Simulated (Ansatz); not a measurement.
Pb5O8H6⁻, a hydroxylated oxide cluster. Total charge -1; doublet. Geometry PBE-D4/def2-SVP, that of the neutral singlet; atoms count from 1.

Cartesian coordinates in Å:
```
Pb -0.1183 0.0536 -0.2524
Pb 2.0807 2.2901 0.9262
Pb 2.8575 -1.6140 0.1249
Pb -1.0409 -2.7657 1.3066
Pb -1.5331 1.0081 2.7243
O 0.2230 2.8955 -0.3239
O 0.4337 1.1483 1.8243
O 2.3195 0.4598 -0.3339
O 0.8809 -1.7473 1.0037
O 1.5465 -2.3791 -1.8739
O -2.0236 2.6000 0.8462
O -1.8425 -0.6800 1.3631
O -0.8359 -2.6186 -0.9992
H 0.3344 3.3955 -1.1547
H -1.1156 2.8072 0.3509
H 0.5526 -2.5498 -1.5634
H 1.4841 -1.6896 -2.5620
H -2.6038 2.2108 0.1646
H -1.5993 -2.8250 -1.5715
```

In the def2 sets Pb takes a core potential; there is no spin–orbit coupling. Single mean-field runs in def2-TZVP are fitted with def2-universal-jkfit. The highest occupied level of the charge -1 doublet lies above zero (up to 1.35 eV). By energy differences it is unbound by 0.24 eV (vertical, to the charge 0 singlet, at PBE0-D4/def2-TZVP) and held by the finite basis.

(1) Estimate the Mulliken populations from the PBE0/def2-TZVP orbitals of Ansatz.

(2) Where does the spin sit?

(3) And the Mayer bond orders between bonded heavy atoms (over 0.3)?

## Answers

(1) 
```csv
atom,charge (e),spin (α − β)
Pb1,0.75,0.04
Pb2,0.71,0.17
Pb3,0.63,0.30
Pb4,0.71,0.17
Pb5,0.62,0.30
O6,-0.84,-0.01
O7,-0.82,0.00
O8,-0.87,0.01
O9,-0.82,0.00
O10,-0.67,-0.01
O11,-0.67,-0.01
O12,-0.87,0.01
O13,-0.84,-0.01
H14,0.29,0.01
H15,0.39,0.00
H16,0.39,0.00
H17,0.31,0.01
H18,0.31,0.01
H19,0.29,0.01
```
Mulliken values and Mayer orders depend strongly on the basis.

(2) Summed by element: Pb 0.99, O -0.03, H 0.04, of 1 unpaired in all. Largest on single atoms: Pb5 0.30, Pb3 0.30, Pb4 0.17.

(3) Pb1–O7 0.38 (2.41 Å); Pb1–O8 0.33 (2.47 Å); Pb1–O9 0.38 (2.41 Å); Pb1–O12 0.33 (2.47 Å); Pb2–O6 0.38 (2.32 Å); Pb2–O7 0.62 (2.20 Å); Pb2–O8 0.62 (2.23 Å); Pb3–O8 0.68 (2.19 Å); Pb3–O9 0.67 (2.17 Å); Pb4–O9 0.62 (2.20 Å); Pb4–O12 0.62 (2.24 Å); Pb4–O13 0.38 (2.32 Å); Pb5–O7 0.67 (2.17 Å); Pb5–O12 0.68 (2.19 Å).
